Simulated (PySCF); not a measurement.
methylhydroxycarbene (C2H4O), SMILES C[C]O (connectivity only; charge and spin as stated), neutral, multiplicity 1. Atoms are numbered in the order given.

```xyz
7

C      0.1313    -1.1360     0.0000
C     -0.6615     0.1346     0.0000
O      0.1267     1.1740     0.0000
H      0.7837    -1.1579     0.8861
H     -0.4969    -2.0242     0.0000
H      0.7837    -1.1579    -0.8861
H      1.0965     0.9560     0.0000
```
Charge 0, spin multiplicity 1.

Coordinates come from a r2SCAN-D4/def2-TZVP optimisation. A frequency run showed that this geometry is not a minimum. Other conformers were not sampled.

The numbers are results of r2SCAN-D4/def2-TZVP (PySCF 2.14.0), not measurements.

Harmonic, unscaled wavenumbers; measured fundamentals usually lie a few per cent lower.

```
mode  ν (cm⁻¹)  IR (km/mol)  moving atoms (share of kinetic energy)
----  --------  -----------  --------------------------------------
1         253i         12.2                          H 81 %, C 15 %
2          516          5.4                  H 41 %, C 33 %, O 26 %
3          709         51.3                           H 85 %, O 9 %
4          931         25.7                          H 71 %, C 24 %
5          940          1.3                   C 73 %, H 18 %, O 9 %
6         1016          4.9                          H 67 %, C 28 %
7         1307        103.8                  C 48 %, O 34 %, H 18 %
8         1322         71.7                          H 71 %, C 26 %
9         1367         35.9                   H 71 %, C 20 %, O 8 %
10        1443          5.6                                  H 92 %
11        1472         11.6                                  H 96 %
12        2967          7.6                                  H 96 %
13        3036          6.7                           H 91 %, C 9 %
14        3147          3.3                           H 91 %, C 9 %
15        3226        182.3                                  H 95 %
```
